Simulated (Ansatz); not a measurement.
A set of 12 reactions (redistribution), with CCSD(T)/CBS values in kJ/mol:

| reaction | ΔE |
| --- | --- |
| `F/C=N/[SiH3]` + `C[SiH](Cl)S[SiH2]Cl` → `C[SiH2]/N=C/F` + `Cl[SiH2]S[SiH2]Cl` | 6.4 |
| `C[S][Na]` + `[OH][Ti]([Cl])([Cl])[Cl]` → `[Na][Cl]` + `C[S][Ti]([OH])([Cl])[Cl]` | -64.9 |
| `C[SiH]([SiH3])[SeH]` + `FB[AsH2]` → `C[SiH]([SiH3])[AsH2]` + `FB[SeH]` | -29.4 |
| `OB(F)[SiH2]S` + `OBS[SiH3]` → `[SiH3]S[SiH2]S` + `OBB(O)F` | 5.0 |
| `CCBBO` + `F[SiH2]N[SiH3]` → `BBCC` + `O[SiH](F)N[SiH3]` | 4.9 |
| `O[SiH2]N[SiH2][SiH3]` + `CO[CH2][SbH2]` → `CO[SiH2]N[SiH2]O` + `[SiH3][CH2][SbH2]` | -206.4 |
| `N[AsH]S` + `[BH2][Al]([NH2])[NH2]` → `B[AsH]N` + `[NH2][Al]([NH2])[SH]` | -133.4 |
| `C[SiH](S)CCl` + `N#[C][SnH3]` → `C[SiH](S)C#N` + `Cl[CH2][SnH3]` | 8.9 |
| `O[SiH2]PS` + `C#[C][GeH3]` → `PS` + `O[SiH2]C#[C][GeH3]` | -18.2 |
| `C[O][In]([SH])[SH]` + `[F][ZnH]` → `[F][In]([SH])[SH]` + `C[O][ZnH]` | 15.4 |
| `CSB(Cl)Cl` + `CO[SiH2]F` → `CSB(F)Cl` + `CO[SiH2]Cl` | -2.3 |
| `[NH2][Zr]([F])([F])[F]` + `CO[Si](C)(F)[SeH]` → `[F][Zr]([F])([F])[SeH]` + `CO[Si](C)(N)F` | -39.8 |

Computed with Ansatz on PBE0-D4/def2-TZVP structures; ΔE is electronic, products minus reactants. CCSD(T)/CBS is the MP2 limit (def2-TZVPP, def2-QZVPP) plus CCSD(T) − MP2 in def2-TZVPP, frozen cores. This one scheme is used for every species. Double bonds are as drawn, so ΔE can hold a change between cis and trans. DFT in def2-TZVPP. B3LYP here is the variant with VWN-RPA as its local correlation; programs differ in this. def2 core potentials past Kr. For As, Ge, In, Na, Sb, Se, Sn, Ti, Zn, Zr outer-core shells are correlated without core-valence functions, which leaves a few kJ/mol of doubt a bond. Scalar relativity is left out up to krypton. One conformer a species, not always the lowest.

(1) Give the mean, mean absolute and largest difference (level minus CCSD(T)/CBS, kJ/mol) for: r2SCAN-D4, PBE0-D4, B2PLYP, PBE, r2SCAN, PBE0, B3LYP, CCSD/def2-TZVPP, HF/def2-QZVPP, MP2/def2-QZVPP, SCS-MP2/def2-QZVPP, HF/CBS(def2), MP2/CBS(def2), CCSD/CBS(def2). (Estimate.)

The largest T1 diagnostic in the set is 0.025, for `C[S][Ti]([OH])([Cl])[Cl]` (customary mark 0.02).

CCSD(T)/CBS is a level of theory with its own doubt, and the functionals carry their triple-zeta basis error, so these figures describe this set and don't rank the functionals.

Results:

(1) Computed: 
```tsv
level	mean	mean absolute	largest
r2SCAN-D4	-0.4	4.1	9.3
PBE0-D4	2.8	5.7	19.9
B2PLYP	-0.4	4.0	-7.8
PBE	5.5	10.1	34.0
r2SCAN	-0.4	4.4	10.0
PBE0	2.7	6.7	22.8
B3LYP	1.3	7.6	15.3
CCSD/def2-TZVPP	-0.3	2.7	6.7
HF/def2-QZVPP	-3.6	8.6	-18.2
MP2/def2-QZVPP	-2.1	3.2	-14.2
SCS-MP2/def2-QZVPP	-1.4	2.3	-9.2
HF/CBS(def2)	-3.6	8.6	-18.3
MP2/CBS(def2)	-2.1	3.6	-15.0
CCSD/CBS(def2)	-0.4	1.5	3.5
```
